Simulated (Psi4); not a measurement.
aluminum atom (Al), doublet; BHHLYP/pcseg-1 (Psi4).

Here is a job for Psi4.
```
memory 2 GB

molecule mol {
0 2
Al    0.000000    0.000000    0.000000
}

set {
  basis pcseg-1
  reference uks
}

energy('bhhlyp')
print_variables()
```

Q: Write the output that Psi4 gives for this input, abridged.

A: 
```
   => Loading Basis Set <=

    Name: PCSEG-1
    Role: ORBITAL
    Keyword: BASIS

         ---------------------------------------------------------
                                   SCF
               by Justin Turney, Rob Parrish, Andy Simmonett
                          and Daniel G. A. Smith
                              UKS Reference
         ---------------------------------------------------------

  ==> Geometry <==

    Molecular point group: d2h
    Geometry (in Angstrom), charge = 0, multiplicity = 2:

       Center              X                  Y                   Z               Mass
    ------------   -----------------  -----------------  -----------------  -----------------
         AL           0.000000000000     0.000000000000     0.000000000000    26.981538530000

  Running in d2h symmetry.

  Rotational constants: A = ************  B = ************  C = ************ [cm^-1]
  Rotational constants: A = ************  B = ************  C = ************ [MHz]
  Nuclear repulsion =    0.000000000000000

  Charge       = 0
  Multiplicity = 2
  Electrons    = 13
  Nalpha       = 7
  Nbeta        = 6

  ==> Algorithm <==

  SCF Algorithm Type is DF.
  DIIS enabled.
  MOM disabled.
  Fractional occupation disabled.
  Guess Type is CORE.
  Energy threshold   = 1.00e-06
  Density threshold  = 1.00e-06
  Integral threshold = 1.00e-12

  ==> Primary Basis <==

  Basis Set: PCSEG-1
    Blend: PCSEG-1
    Number of shells: 8
    Number of basis functions: 18
    Number of Cartesian functions: 19
    Spherical Harmonics?: true
    Max angular momentum: 2

  ==> DFT Potential <==

   => LibXC <=

    Version 7.1.2
    S. Lehtola, C. Steigemann, M. J. T. Oliveira, and M. A. L. Marques,  SoftwareX 7, 1–5 (2018) (10.1016/j.softx.2017.11.002)

   => Composite Functional: BHANDHLYP <=

    BHandHLYP Hyb-GGA Exchange-Correlation Functional

    A. D. Becke,  J. Chem. Phys. 98, 1372 (1993) (10.1063/1.464304)
    Defined through Gaussian implementation.

    Deriv               =              1
    GGA                 =           TRUE
    Meta                =          FALSE

    Exchange Hybrid     =           TRUE
    MP2 Hybrid          =          FALSE

   => Exchange Functionals <=

    0.5000         Becke 88

   => Exact (HF) Exchange <=

    0.5000               HF

   => Correlation Functionals <=

    1.0000   Lee, Yang & Parr

   => LibXC Density Thresholds  <==

    XC_HYB_GGA_XC_BHANDHLYP:  1.00E-15

   => Molecular Quadrature <=

    Radial Scheme          =       TREUTLER
    Pruning Scheme         =           NONE
    Nuclear Scheme         =       TREUTLER

    Blocking Scheme        =         OCTREE
    BS radius alpha        =              1
    Pruning alpha          =              1
    Radial Points          =             75
    Spherical Points       =            302
    Total Points           =          21412
    Total Blocks           =            236
    Max Points             =            250
    Max Functions          =             18
    Weights Tolerance      =       1.00E-15

   => Loading Basis Set <=

    Name: (PCSEG-1 AUX)
    Role: JKFIT
    Keyword: DF_BASIS_SCF

  ==> Integral Setup <==

  SCF_SUBTYPE=INCORE selected. In-core MEM_DF algorithm will be used.
  Using in-core AOs.

  ==> MemDFJK: Density-Fitted J/K Matrices <==

    J tasked:                   Yes
    K tasked:                   Yes
    wK tasked:                   No
    Algorithm:                 Core
    Schwarz Cutoff:           1E-12
    Mask sparsity (%):       0.0000
    Fitting Condition:        1E-10

   => Auxiliary Basis Set <=

  Basis Set: (PCSEG-1 AUX)
    Blend: DEF2-UNIVERSAL-JKFIT
    Number of shells: 38
    Number of basis functions: 128
    Number of Cartesian functions: 155
    Spherical Harmonics?: true
    Max angular momentum: 4

  Minimum eigenvalue in the overlap matrix is 1.4036682019E-01.
  Reciprocal condition number of the overlap matrix is 6.7950186556E-02.
    Using symmetric orthogonalization.

  ==> Pre-Iterations <==

  SCF Guess: Core (One-Electron) Hamiltonian.

   -------------------------------------------------------
    Irrep   Nso     Nmo     Nalpha   Nbeta   Ndocc  Nsocc
   -------------------------------------------------------
     Ag         6       6       4       3       3       1
     B1g        1       1       0       0       0       0
     B2g        1       1       0       0       0       0
     B3g        1       1       0       0       0       0
     Au         0       0       0       0       0       0
     B1u        3       3       1       1       1       0
     B2u        3       3       1       1       1       0
     B3u        3       3       1       1       1       0
   -------------------------------------------------------
    Total      18      18       7       6       6       1
   -------------------------------------------------------

  ==> Iterations <==

                           Total Energy        Delta E     RMS |[F,P]|

    Occupation by irrep:
             Ag   B1g   B2g   B3g    Au   B1u   B2u   B3u
    DOCC [     3,    0,    0,    0,    0,    1,    1,    1 ]
    SOCC [     0,    0,    0,    0,    0,    0,    1,    0 ]
    NA   [     3,    0,    0,    0,    0,    1,    2,    1 ]
    NB   [     3,    0,    0,    0,    0,    1,    1,    1 ]

   @DF-UKS iter   1:  -241.09049040227768   -2.41090e+02   1.22536e-01 ADIIS
   @DF-UKS iter   2:  -242.30632442244894   -1.21583e+00   1.92345e-02 ADIIS/DIIS
   @DF-UKS iter   3:  -242.34864115034492   -4.23167e-02   3.99668e-03 ADIIS/DIIS
   @DF-UKS iter   4:  -242.35122291504427   -2.58176e-03   9.83448e-04 ADIIS/DIIS
   @DF-UKS iter   5:  -242.35141954822092   -1.96633e-04   1.05179e-04 ADIIS/DIIS
   @DF-UKS iter   6:  -242.35142197032684   -2.42211e-06   1.61074e-05 DIIS
   @DF-UKS iter   7:  -242.35142201569275   -4.53659e-08   1.45166e-06 DIIS
   @DF-UKS iter   8:  -242.35142201606888   -3.76133e-10   1.21299e-07 DIIS
  Energy and wave function converged.

  ==> Post-Iterations <==

   Electrons on quadrature grid:
      Nalpha   =    6.9999999906 ; deviation = -9.363e-09
      Nbeta    =    5.9999999906 ; deviation = -9.363e-09
      Ntotal   =   12.9999999813 ; deviation = -1.873e-08

   @Spin Contamination Metric:   1.793704179E-03
   @S^2 Expected:                7.500000000E-01
   @S^2 Observed:                7.517937042E-01
   @S   Expected:                5.000000000E-01
   @S   Observed:                5.000000000E-01

    Orbital Energies [Eh]
    ---------------------

    Alpha Occupied:

       1Ag   -56.974304     2Ag    -4.438987     1B2u   -2.905144
       1B3u   -2.904277     1B1u   -2.904277     3Ag    -0.361578
       2B2u   -0.163686

    Alpha Virtual:

       2B1u   -0.042394     2B3u   -0.042394     4Ag     0.149493
       3B2u    0.172633     3B1u    0.187323     3B3u    0.187323
       5Ag     0.640689     1B1g    0.641022     1B3g    0.641022
       6Ag     0.648523     1B2g    0.648523

    Beta Occupied:

       1Ag   -56.971642     2Ag    -4.436088     1B3u   -2.903058
       1B1u   -2.903058     1B2u   -2.893194     3Ag    -0.327616

    Beta Virtual:

       2B3u   -0.037827     2B1u   -0.037827     2B2u   -0.016884
       4Ag     0.154622     3B3u    0.186781     3B1u    0.186781
       3B2u    0.204308     1B2g    0.647092     5Ag     0.647092
       1B1g    0.669335     1B3g    0.669335     6Ag     0.676867

    Final Occupation by Irrep:
             Ag   B1g   B2g   B3g    Au   B1u   B2u   B3u
    DOCC [     3,    0,    0,    0,    0,    1,    1,    1 ]
    SOCC [     0,    0,    0,    0,    0,    0,    1,    0 ]
    NA   [     3,    0,    0,    0,    0,    1,    2,    1 ]
    NB   [     3,    0,    0,    0,    0,    1,    1,    1 ]

  @DF-UKS Final Energy:  -242.35142201606888

   => Energetics <=

    Nuclear Repulsion Energy =              0.0000000000000000
    One-Electron Energy =                -336.7804033474268977
    Two-Electron Energy =                 103.9660498003684381
    DFT Exchange-Correlation Energy =      -9.5370684690104248
    Empirical Dispersion Energy =           0.0000000000000000
    VV10 Nonlocal Energy =                  0.0000000000000000
    Total Energy =                       -242.3514220160688808

  UHF NO Occupations:
  HONO-2 :    1B2u 1.9999998
  HONO-1 :    3 Ag 1.9991029
  HONO-0 :    2B2u 1.0000000
  LUNO+0 :    4 Ag 0.0008971
  LUNO+1 :    3B2u 0.0000002
  LUNO+2 :    2B3u 0.0000000
  LUNO+3 :    2B1u 0.0000000

Computation Completed

Properties will be evaluated at   0.000000,   0.000000,   0.000000 [a0]

Properties computed using the SCF density matrix

 Multipole Moments:

 ------------------------------------------------------------------------------------
     Multipole            Electronic (a.u.)      Nuclear  (a.u.)        Total (a.u.)
 ------------------------------------------------------------------------------------

 L = 1.  Multiply by 2.5417464519 to convert [e a0] to [Debye]
 Dipole X            :          0.0000000            0.0000000            0.0000000
 Dipole Y            :          0.0000000            0.0000000            0.0000000
 Dipole Z            :          0.0000000            0.0000000            0.0000000
 Magnitude           :                                                    0.0000000

 ------------------------------------------------------------------------------------

  Variable Map:
  ----------------------------------------------------------------------------
  "CURRENT ENERGY"              =>    -242.351422016069
  "CURRENT REFERENCE ENERGY"    =>    -242.351422016069
  "DD SOLVATION ENERGY"         =>       0.000000000000
  "DFT FUNCTIONAL TOTAL ENERGY" =>    -242.351422016069
  "DFT TOTAL ENERGY"            =>    -242.351422016069
  "DFT VV10 ENERGY"             =>       0.000000000000
  "DFT XC ENERGY"               =>      -9.537068469010
  "GRID ELECTRONS ALPHA"        =>       6.999999990637
  "GRID ELECTRONS BETA"         =>       5.999999990637
  "GRID ELECTRONS TOTAL"        =>      12.999999981275
  "NUCLEAR REPULSION ENERGY"    =>       0.000000000000
  "ONE-ELECTRON ENERGY"         =>    -336.780403347427
  "PCM POLARIZATION ENERGY"     =>       0.000000000000
  "PE ENERGY"                   =>       0.000000000000
  "SCF ITERATION ENERGY"        =>    -242.351422016069
  "SCF ITERATIONS"              =>       8.000000000000
  "SCF TOTAL ENERGY"            =>    -242.351422016069
  "TWO-ELECTRON ENERGY"         =>     103.966049800368
  "XC GRID RADIAL POINTS"       =>      75.000000000000
  "XC GRID SPHERICAL POINTS"    =>     302.000000000000
  "XC GRID TOTAL POINTS"        =>   21412.000000000000

  Array Variable Map:
  ----------------------------------------------------------------------------
  "CURRENT DIPOLE"              =>       0.000000000000 ... 0.000000000000 1 by 3
  "SCF DIPOLE"                  =>       0.000000000000 ... 0.000000000000 1 by 3
  "SCF TOTAL ENERGIES"          =>    -241.090490402278 ... -242.351422016069 1 by 8
```
